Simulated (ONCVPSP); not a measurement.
## An all-electron radial function and its pseudo partner (boron)

Columns: radius, all-electron u(r) and pseudo u(r) of the 2s shell (level -9.92 eV) of boron in the configuration [He] 2s1 2p2; PBE, scalar-relativistic, ONCV scheme, ONCVPSP 4.0.1.

| r (bohr) | all-electron | pseudo |
| --- | --- | --- |
| 0.135 | -0.3010 | 0.0447 |
| 0.270 | -0.2508 | 0.1001 |
| 0.405 | -0.0798 | 0.1715 |
| 0.540 | 0.1153 | 0.2601 |
| 0.675 | 0.2941 | 0.3617 |
| 0.810 | 0.4421 | 0.4647 |
| 0.945 | 0.5573 | 0.5600 |
| 1.080 | 0.6410 | 0.6411 |
| 1.215 | 0.6963 | 0.6964 |
| 1.350 | 0.7274 | 0.7275 |
| 1.485 | 0.7388 | 0.7388 |
| 1.620 | 0.7346 | 0.7346 |
| 1.755 | 0.7185 | 0.7186 |
| 1.890 | 0.6938 | 0.6938 |
| 2.025 | 0.6629 | 0.6629 |
| 2.160 | 0.6280 | 0.6280 |
| 2.295 | 0.5908 | 0.5908 |
| 2.430 | 0.5524 | 0.5524 |
| 2.565 | 0.5139 | 0.5139 |
| 2.700 | 0.4761 | 0.4760 |
| 2.835 | 0.4394 | 0.4393 |
| 2.970 | 0.4042 | 0.4042 |
| 3.105 | 0.3708 | 0.3708 |
| 3.240 | 0.3394 | 0.3393 |
| 3.375 | 0.3099 | 0.3099 |
| 3.510 | 0.2825 | 0.2825 |

(1) How many radial nodes do the two functions have?

(2) At about which radius was the pseudo-wave matched?

(3) Where does each function peak?

(4) Is the pseudo-wave norm-conserving?

## Answers

(1) The all-electron 2s function has n − l − 1 = 1; the pseudo-wave has 0, since the states of the same l below it are removed with the core.

(2) 1.05 bohr, where the columns begin to agree (steps of 0.14 bohr).

(3) Outermost all-electron maximum near 1.49 bohr, pseudo maximum near 1.49 bohr (to the table’s step).

(4) Yes: the ONCV scheme keeps the norm inside the radius equal to the all-electron one, which fixes the energy derivative of the logarithmic derivative at the level.
